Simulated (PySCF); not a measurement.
Sr²⁺ (strontium, charge +2) across methods

[Kr], closed-shell 1S. Computed with PySCF 2.14 in aug-cc-pVQZ-X2C (9s8p6d3f2g, 102 functions), with the spin-free X2C one-electron Hamiltonian (Gaussian nucleus).

```
method  E (hartree)  mean ε 3d (eV)  mean ε 4s (eV)  mean ε 4p (eV)  Σ⟨r²⟩ (bohr²)   ⟨S²⟩
 M06-L     -3178.56         -144.42         -55.966         -37.110          26.15  0.000
   M06     -3178.68         -148.96         -58.247         -38.659          26.23  0.000
   LDA     -3174.47         -142.61         -55.052         -36.831          26.35  0.000
   PBE     -3178.27         -142.37         -54.912         -36.694          26.35  0.000
M06-2X     -3178.85         -155.32         -60.563         -40.289          26.34  0.000
  PBE0     -3178.35         -148.60         -58.107         -38.621          26.31  0.000
r2SCAN     -3178.65         -144.36         -56.113         -37.283          26.27  0.000
```

(1) Estimate the same row for UHF.

Answers

(1) E (hartree) = -3176.79531; mean ε 3d (eV) = -165.77; mean ε 4s (eV) = -66.306; mean ε 4p (eV) = -43.107; Σ⟨r²⟩ (bohr²) = 26.36; ⟨S²⟩ = 0.000.
